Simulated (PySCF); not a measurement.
SCF from a fresh guess for singlet SrCl₃⁻, at the B3LYP minimum. PySCF input:

```python
from pyscf import gto, scf, dft
mol = gto.M(atom='''
Sr     0.000000    -0.000000     0.000000
Cl     0.005090    -0.000000     2.741460
Cl     2.371630    -0.000000    -1.375140
Cl    -2.376720     0.000000    -1.366320''',
    basis={'Sr': 'def2-SVPD', 'Cl': 'def2-SVPD'},
    ecp={'Sr': 'def2-SVPD'},
    charge=-1, spin=0)
mf = dft.RKS(mol, xc='PBE')
mf.grids.atom_grid = (50, 194)
aux = {'Sr': 'def2-universal-JKFIT', 'Cl': 'def2-universal-JKFIT'}
mf = mf.density_fit(auxbasis=aux)
mf.conv_tol = 1e-08
mf.diis_space = 10
mf.max_cycle = 60
mf.init_guess = 'minao'
mf.verbose = 4
mf.kernel()
```

Excerpt of the output (cycles and frontier levels):

```
init E= -1398.07426798258
  HOMO = -0.15566019712426  LUMO = -0.0160439916899818  gap/eV = 3.79915
cycle= 1 E= -1409.25839894269  delta_E= -11.2  |g|= 2.14  |ddm|= 4.05
  HOMO = -0.0553608064241148  LUMO = -0.0141541565357616  gap/eV = 1.12129
cycle= 2 E= -1393.86098931521  delta_E= 15.4  |g|=  5.4  |ddm|= 16.2
  HOMO = -0.142835333403089  LUMO = 0.101562437692905  gap/eV = 6.65040
cycle= 3 E= -1410.52929172602  delta_E= -16.7  |g|= 0.606  |ddm|= 15.5
  HOMO = -0.080161117946587  LUMO = 0.0724901152382546  gap/eV = 4.15385
cycle= 4 E= -1410.6479116892  delta_E= -0.119  |g|= 0.315  |ddm|= 1.21
  HOMO = -0.104896691485829  LUMO = 0.0556206123823308  gap/eV = 4.36790
cycle= 5 E= -1410.67569601091  delta_E= -0.0278  |g|= 0.0155  |ddm|= 0.468
  HOMO = -0.101978748473867  LUMO = 0.0593039861196019  gap/eV = 4.38873
cycle= 6 E= -1410.67582222269  delta_E= -0.000126  |g|= 0.00494  |ddm|= 0.0377
  HOMO = -0.102776454248888  LUMO = 0.0588085425799356  gap/eV = 4.39695
cycle= 7 E= -1410.67582854836  delta_E= -6.33e-06  |g|= 0.00201  |ddm|= 0.00701
  HOMO = -0.102681902593674  LUMO = 0.0589359441117203  gap/eV = 4.39785
cycle= 8 E= -1410.67582993815  delta_E= -1.39e-06  |g|= 0.000183  |ddm|= 0.00216
  HOMO = -0.102677973693782  LUMO = 0.0589562388062319  gap/eV = 4.39829
cycle= 9 E= -1410.67582995212  delta_E= -1.4e-08  |g|= 4.59e-05  |ddm|= 0.00032
  HOMO = -0.102679701304336  LUMO = 0.0589569590242576  gap/eV = 4.39836
cycle= 10 E= -1410.6758299527  delta_E= -5.76e-10  |g|= 1.98e-05  |ddm|= 6.9e-05
  HOMO = -0.102682753059262  LUMO = 0.0589578537533484  gap/eV = 4.39846
Extra cycle  E= -1410.6758299525  delta_E= 1.99e-10  |g|= 3.19e-05  |ddm|= 6.93e-05
converged SCF energy = -1410.6758299525
```

No lower solution of this spin was found by a stability analysis within the restricted form, which does not test spin polarisation.

The search for the lowest solution, with the stability check, took 12 s on 4 threads of a shared Intel Xeon @ 2.50GHz (Skylake/Cascade Lake) host, with 107 basis functions; the process peaked at 0.33 GiB. Launch command: `OMP_NUM_THREADS=4 python axn.py task.json out`.
